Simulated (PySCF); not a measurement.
## LiSn from Hartree–Fock to correlated methods

State: ⁴Σ⁻ (quartet), unpaired electrons σ ↑, π ↑↑. Set-up: PySCF, scalar-relativistic core potentials, basis sets Li aug-cc-pVDZ, Sn aug-cc-pVDZ-PP with ECP28. De refers to Li + Sn in their high-spin ground configurations, without counterpoise correction. The functionals are run spin-unrestricted. A positive dipole means Li(−)Sn(+).

```json
{"Level": "UHF", "Re (Å)": "2.631", "ωe (cm⁻¹)": "358", "De (eV)": "1.06", "μ (D)": "-6.52", "CPU s a point (SCF and correlation, without the integrals)": "0.18"}
{"Level": "UHF-MP2", "Re (Å)": "2.606", "ωe (cm⁻¹)": "362", "De (eV)": "1.51", "μ (D)": "n/a", "CPU s a point (SCF and correlation, without the integrals)": "0.29"}
{"Level": "UHF-SCS-MP2", "Re (Å)": "2.600", "ωe (cm⁻¹)": "361", "De (eV)": "1.37", "μ (D)": "n/a", "CPU s a point (SCF and correlation, without the integrals)": "n/a"}
{"Level": "UHF-CCSD", "Re (Å)": "2.608", "ωe (cm⁻¹)": "357", "De (eV)": "1.47", "μ (D)": "n/a", "CPU s a point (SCF and correlation, without the integrals)": "n/a"}
{"Level": "UHF-CCSD(T)", "Re (Å)": "2.610", "ωe (cm⁻¹)": "357", "De (eV)": "1.50", "μ (D)": "n/a", "CPU s a point (SCF and correlation, without the integrals)": "7.9"}
{"Level": "PBE", "Re (Å)": "2.612", "ωe (cm⁻¹)": "350", "De (eV)": "1.49", "μ (D)": "-5.24", "CPU s a point (SCF and correlation, without the integrals)": "0.54"}
{"Level": "revPBE", "Re (Å)": "2.629", "ωe (cm⁻¹)": "345", "De (eV)": "1.40", "μ (D)": "-5.27", "CPU s a point (SCF and correlation, without the integrals)": "0.37"}
{"Level": "r²SCAN", "Re (Å)": "2.604", "ωe (cm⁻¹)": "358", "De (eV)": "1.67", "μ (D)": "-5.82", "CPU s a point (SCF and correlation, without the integrals)": "0.7"}
{"Level": "B3LYP", "Re (Å)": "2.601", "ωe (cm⁻¹)": "353", "De (eV)": "1.35", "μ (D)": "-5.53", "CPU s a point (SCF and correlation, without the integrals)": "0.64"}
{"Level": "PBE0", "Re (Å)": "2.595", "ωe (cm⁻¹)": "362", "De (eV)": "1.49", "μ (D)": "-5.67", "CPU s a point (SCF and correlation, without the integrals)": "0.95"}
{"Level": "M06-2X", "Re (Å)": "2.592", "ωe (cm⁻¹)": "373", "De (eV)": "n/a", "μ (D)": "-6.23", "CPU s a point (SCF and correlation, without the integrals)": "0.82"}
```

(1) Which functional lies closest to UHF-CCSD(T) in De, which farthest, and by how much do they differ from it?

(2) What does a quarter of exact exchange do here, going from PBE to PBE0?

(3) What does the step from GGA to meta-GGA do here, going from PBE to r²SCAN?

Correlated steps freeze 4 core orbitals. Correlated levels converge slowly with the basis: in double zeta they bind strong bonds too weakly, by up to about 1 eV, and carry superposition errors of some tenths. Spin–orbit coupling is left out, which matters for elements this heavy, above all for dissociation energies. The state was picked by a PBE0 search and need not be the measured ground state.

The whole job (state search and all levels along the bond) took about 2.6 min on 1 thread of Intel Xeon Platinum 8488C (shared host), peak memory 0.77 GiB.

## Answers

(1) Closest is PBE (+0.2 pm in Re, -2.0 % in ωe, -0.01 eV in De against UHF-CCSD(T) in the same basis), farthest r²SCAN (-0.6 pm in Re, +0.3 % in ωe, +0.17 eV in De). CCSD(T) converges more slowly with the basis than the functionals do and binds too weakly in this one, so the order can change at the basis-set limit.

(2) PBE0 less PBE: -1.7 pm in Re, +3.4 % in ωe, +0.00 eV in De. Exact exchange removes part of the self-interaction that spreads semilocal densities, and in most molecules shortens and stiffens the bond and lowers De; so it does here.

(3) r²SCAN less PBE: -0.8 pm in Re, +2.3 % in ωe, +0.18 eV in De.
